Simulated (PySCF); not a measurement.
Species: C7H9NO (charge +1 and doublet state).
Z-matrix (Å and degrees, GFN2-xTB geometry), rows numbered from 1:
```
C 
O   1  1.4112
C   2  1.3229  1  121.02
C   3  1.4304  2  114.32  1   179.84
C   4  1.3850  3  120.62  2  -179.76
C   5  1.3771  4  120.02  3    -0.15
C   6  1.4329  5  120.17  4    -0.05
N   7  1.3362  6  119.02  5  -179.92
C   3  1.3858  2  126.13  1    -0.17
H   1  1.0885  2  105.73  3   179.89
H   1  1.0940  2  111.18  3    60.99
H   1  1.0940  2  111.18  3   -61.28
H   4  1.0793  3  117.65  2     0.28
H   5  1.0787  4  119.77  3   179.79
H   6  1.0794  5  120.78  4   179.97
H   8  1.0090  7  120.99  6   179.88
H   8  1.0088  7  121.03  6     0.09
H   9  1.0782  3  121.26  2    -0.01
```

The hyperfine couplings belong to this conformer and change with its torsions.

The species is `COc1cccc([NH2+])c1` [radical] (charge +1).

Method: UKS B3LYP, pcH-1 on C H N O, non-relativistic, mean-field spin-orbit, GIAO in PySCF. One conformer (not necessarily the lowest) at the GFN2-xTB geometry, without solvent, vibrations or thermal averaging. Couplings are sensitive to structure, and on GFN2-xTB geometries they can be far from those on DFT ones, by a factor of two or more for some ions and for spin on atoms past the first row. No stability test was run, so a lower SCF solution isn't excluded.

Problem. Predict the first-order ENDOR lines of N8, H13, H15, H16, H17, H10/H11/H12, H14 and H18 under fast tumbling at B = 1215.2 mT (Q band).

Solution. For S = 1/2 in fast tumbling each set of equivalent nuclei gives two lines, ν± = |νn ± a/2| to first order, with νn = g_N μN B/h and μN/h = 7.62259 MHz/T.

| nuclei | isotope | g_N | νn (MHz) | a_iso (MHz) | lower line (MHz) | upper line (MHz) |
| --- | --- | --- | --- | --- | --- | --- |
| N8 | 14N | 0.4038 | 3.74 | 11.23 | 1.88 | 9.36 |
| H13 | 1H | 5.5857 | 51.74 | -31.24 | 36.12 | 67.36 |
| H15 | 1H | 5.5857 | 51.74 | -26.17 | 38.66 | 64.82 |
| H16 | 1H | 5.5857 | 51.74 | -20.34 | 41.57 | 61.91 |
| H17 | 1H | 5.5857 | 51.74 | -19.48 | 42.00 | 61.48 |
| H10/H11/H12 | 1H | 5.5857 | 51.74 | 9.24 | 47.12 | 56.36 |
| H14 | 1H | 5.5857 | 51.74 | 7.53 | 47.98 | 55.50 |
| H18 | 1H | 5.5857 | 51.74 | -1.60 | 50.94 | 52.54 |

Problem. Which pairs are centred on the nuclear Larmor frequency, and which on half the coupling?

Solution. Centred on νn, since |a| < 2νn: H13, H15, H16, H17, H10/H11/H12, H14 and H18. Centred on |a|/2 and split by 2νn: N8.

Problem. At what field would the lower line of H15 fall to zero frequency?

Solution. Where νn = |a|/2, that is B = 13.08 MHz/(5.5857 × 7.62259 MHz/T) = 307 mT, as far as first order holds there.

Means are taken over nuclei equivalent by connectivity, which assumes that they swap fast. H16 and H17 aren't averaged: N8 is flat or nearly so (angle sum 360°), and its turn about the short N8–C7 bond (1.34 Å) is taken as slow. The three 1H nuclei of mean +9.2 MHz run from -0.1 to 14.0 MHz in the frozen geometry.

The SMILES draws the unpaired electron on N8; the largest computed Mulliken spin population is on C4 (0.47 against 0.25).
